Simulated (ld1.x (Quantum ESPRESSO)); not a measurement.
# Building the PAW potential for niobium (PBE, scalar-relativistic).

Nb, PAW, made with ld1.x (Quantum ESPRESSO) 7.5 (PBE, scalar-relativistic). Core [Ar] 3d10, reference 4s2 4p6 4d4 5s0 5p1. Waves: 4s (bound): rcut 1.50, rcutus 2.00 bohr; 5s (bound, empty): rcut 1.50, rcutus 2.00 bohr; 4p (bound): rcut 1.80, rcutus 2.00 bohr; 5p (bound): rcut 1.80, rcutus 2.00 bohr; 4d (bound): rcut 1.80, rcutus 2.00 bohr; 4d channel at 0.85 Ry: rcut 1.80, rcutus 2.00 bohr. Local part: all-electron potential smoothed inside 1.65 bohr (lloc = -1). Core correction: Bessel-smoothed model core inside 1.10 bohr. Augmentation charge: PSQ, inside the norm-conserving radii.

Calculated quality:

* Largest excitation error: +9.6 meV (all-electron minus pseudo) for 4s2 4p6 4d1 5s0 5p0, out of 7 test configurations
* Lowest eigenvalue of the overlap operator: -0.10 (p channel); it is negative, so in a basis up to 400 Ry S is not positive definite and the file is unfit for use
* Density cutoff estimated by the generator: 132 Ry

The ghost test of this file was not conclusive. Its overlap operator is not positive definite in a basis up to 400 Ry (lowest eigenvalue p -0.10), so the file is unfit for use: the generalised eigenproblem breaks down once the basis is large enough, and its test numbers describe a broken file.

Generation and tests took about 2.6 s on one core of a shared server CPU.
